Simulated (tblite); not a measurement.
Species: C6H7FSi.
SMILES with atom numbers: `[CH:1]#[C:2]/[CH:3]=[C:4]([F:5])\[CH:6]=[CH:7]/[SiH3:8]` (hydrogens: H9 on C1; H10 on C3; H11 on C6; H12 on C7; H13, H14, H15 on Si8)

Computed with GFN2-xTB (tblite), gas phase: L-BFGS steps from a force-field or distance-geometry start until the largest atomic force falls under 0.01 eV/Å.

Step 2: E = -619.0800 eV
```
atom  x, y, z in Å  |  force x, y, z in eV/Å
C1     -3.7389    0.4071    0.8214   -0.251   0.158   0.131
C2     -2.8536   -0.1959    0.2754    0.244  -0.088  -0.031
C3     -1.8277   -0.9247   -0.3488    0.624   0.261   0.026
C4     -0.5053   -0.6167   -0.2737   -0.571  -0.095   0.100
F5      0.3354   -1.4425   -0.9470    0.098   0.210   0.112
C6      0.0770    0.4746    0.4704   -0.427   0.012   0.019
C7      1.3582    0.8099    0.5825    0.803  -0.047  -0.098
Si8     2.9074    0.0251   -0.1463    0.003  -0.171  -0.140
H9     -4.5227    0.9376    1.2925    0.232  -0.160  -0.150
H10    -2.1161   -1.7816   -0.9439   -0.060   0.029   0.041
H11    -0.6411    1.0888    0.9976   -0.345  -0.126  -0.062
H12     1.6067    1.6668    1.1926   -0.272   0.121   0.110
H13     3.0273   -1.3446    0.3519    0.025  -0.007  -0.032
H14     2.8353    0.0771   -1.6062    0.017  -0.033   0.002
H15     4.0537    0.8270    0.3174   -0.117  -0.065  -0.028
```

Step 3: E = -619.0919 eV
```
atom  x, y, z in Å  |  force x, y, z in eV/Å
C1     -3.7399    0.4076    0.8217    0.020  -0.021  -0.029
C2     -2.8525   -0.1955    0.2766    0.221  -0.046  -0.005
C3     -1.8185   -0.9211   -0.3487   -0.411  -0.021  -0.044
C4     -0.5136   -0.6179   -0.2721    0.389   0.120   0.127
F5      0.3370   -1.4394   -0.9454    0.041   0.230   0.137
C6      0.0706    0.4748    0.4707    0.497   0.123   0.018
C7      1.3699    0.8094    0.5812   -0.333  -0.180  -0.082
Si8     2.9078    0.0222   -0.1487    0.101  -0.162  -0.134
H9     -4.5198    0.9355    1.2905    0.084  -0.068  -0.066
H10    -2.1169   -1.7811   -0.9433   -0.004   0.134   0.107
H11    -0.6462    1.0868    0.9967   -0.333  -0.061  -0.017
H12     1.6026    1.6686    1.1942   -0.214   0.103   0.090
H13     3.0277   -1.3446    0.3514    0.028  -0.047  -0.023
H14     2.8355    0.0766   -1.6060    0.015  -0.036  -0.045
H15     4.0519    0.8260    0.3170   -0.102  -0.068  -0.032
```

Step 4: E = -619.1014 eV
```
atom  x, y, z in Å  |  force x, y, z in eV/Å
C1     -3.7390    0.4068    0.8208    0.029  -0.026  -0.032
C2     -2.8502   -0.1953    0.2775    0.165  -0.019   0.010
C3     -1.8206   -0.9199   -0.3491   -0.102   0.027  -0.017
C4     -0.5117   -0.6166   -0.2696    0.179   0.087   0.099
F5      0.3383   -1.4356   -0.9433    0.066   0.185   0.108
C6      0.0740    0.4767    0.4712    0.150   0.069   0.030
C7      1.3696    0.8074    0.5800   -0.077  -0.022   0.005
Si8     2.9102    0.0182   -0.1521    0.015  -0.071  -0.051
H9     -4.5176    0.9339    1.2890    0.040  -0.036  -0.037
H10    -2.1173   -1.7793   -0.9418   -0.017   0.089   0.069
H11    -0.6521    1.0851    0.9959   -0.222  -0.091  -0.053
H12     1.5982    1.6705    1.1959   -0.191   0.006   0.015
H13     3.0281   -1.3447    0.3508    0.034  -0.097  -0.012
H14     2.8358    0.0760   -1.6060    0.014  -0.039  -0.103
H15     4.0499    0.8248    0.3164   -0.083  -0.062  -0.031
```

Step 5: E = -619.1112 eV
```
atom  x, y, z in Å  |  force x, y, z in eV/Å
C1     -3.7367    0.4048    0.8185    0.030  -0.021  -0.026
C2     -2.8440   -0.1947    0.2798    0.060   0.036   0.037
C3     -1.8213   -0.9164   -0.3499    0.242   0.043   0.013
C4     -0.5087   -0.6132   -0.2636   -0.027   0.038   0.025
F5      0.3424   -1.4258   -0.9378    0.116   0.092   0.050
C6      0.0776    0.4807    0.4729   -0.135   0.012   0.047
C7      1.3721    0.8057    0.5793    0.012   0.098   0.076
Si8     2.9139    0.0106   -0.1583   -0.125   0.049   0.059
H9     -4.5135    0.9307    1.2858   -0.025   0.008   0.006
H10    -2.1185   -1.7751   -0.9382   -0.020   0.026   0.012
H11    -0.6656    1.0796    0.9929   -0.049  -0.086  -0.071
H12     1.5869    1.6728    1.1983   -0.097  -0.053  -0.041
H13     3.0295   -1.3473    0.3496    0.037  -0.154  -0.002
H14     2.8366    0.0741   -1.6085    0.011  -0.046  -0.162
H15     4.0449    0.8215    0.3149   -0.032  -0.043  -0.023
```

**Question.** Estimate the geometry and energy of step 6. (The exact step hangs on the optimiser's Hessian estimate; all steps are aligned on step 5, rigid shifts and turns removed.)

**Answer.** E = -619.1156 eV, largest force 0.235 eV/Å
```
atom  x, y, z in Å  |  force x, y, z in eV/Å
C1     -3.7351    0.4035    0.8169    0.025  -0.012  -0.017
C2     -2.8394   -0.1938    0.2815    0.033   0.051   0.037
C3     -1.8182   -0.9140   -0.3502    0.213   0.022   0.029
C4     -0.5070   -0.6107   -0.2600    0.004   0.018  -0.022
F5      0.3466   -1.4189   -0.9340    0.142   0.041   0.016
C6      0.0784    0.4832    0.4746   -0.230  -0.022   0.044
C7      1.3726    0.8057    0.5798    0.016   0.116   0.086
Si8     2.9137    0.0071   -0.1608   -0.173   0.054   0.064
H9     -4.5115    0.9290    1.2841   -0.043   0.019   0.017
H10    -2.1195   -1.7723   -0.9360   -0.001   0.012  -0.007
H11    -0.6740    1.0754    0.9903    0.017  -0.050  -0.051
H12     1.5792    1.6737    1.1993   -0.033  -0.037  -0.036
H13     3.0309   -1.3513    0.3489    0.030  -0.132  -0.013
H14     2.8372    0.0723   -1.6125    0.008  -0.050  -0.129
H15     4.0416    0.8190    0.3136   -0.007  -0.030  -0.017
```

The energy changes by -0.0045 eV. The first-order estimate −F·Δx gives -0.0059 eV and the mean of the old and new forces, exact on a quadratic surface, -0.0045 eV. The step makes an angle of 54° with the force vector and moves no atom by more than 0.010 Å.

The cost below is that of the whole relaxation. The run took 0.38 s of wall time on Arm Neoverse V1, one thread (shared host).
